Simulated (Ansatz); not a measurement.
Reaction (redistribution): `[OH][GeH2][NH][SiH](O)F` + `F[SiH2][SiH2]S` → `[OH][GeH2][SiH2]S` + `O[SiH](F)N[SiH2]F`

Calculated with Ansatz (gas phase, PBE0-D4/def2-TZVP geometries, no zero-point term in ΔE). CBS: MP2 limit from def2 TZ/QZ plus the TZ coupled-cluster correction, frozen cores. Functionals use def2-TZVPP. For Ge outer-core shells are correlated without core-valence functions, which leaves a few kJ/mol of doubt a bond. Scalar relativity is left out up to krypton. Each species was taken in one conformer, which may not be the lowest.

Is it downhill or uphill in electronic energy at CCSD(T)/CBS, and by how much? (An estimate is asked.)

The calculation gave: Downhill: ΔE = -62.2 kJ/mol.

What do these levels give: PBE-D4, PBE0-D4, ωB97X-V, ωB97M-V, PBE0, MP2/CBS(def2)? (An estimate is asked.)

Computed: PBE-D4 -56.1, PBE0-D4 -58.9, ωB97X-V -57.9, ωB97M-V -64.3, PBE0 -60.2, MP2/CBS(def2) -65.9 kJ/mol.

Largest T1 diagnostic among the species: 0.012.
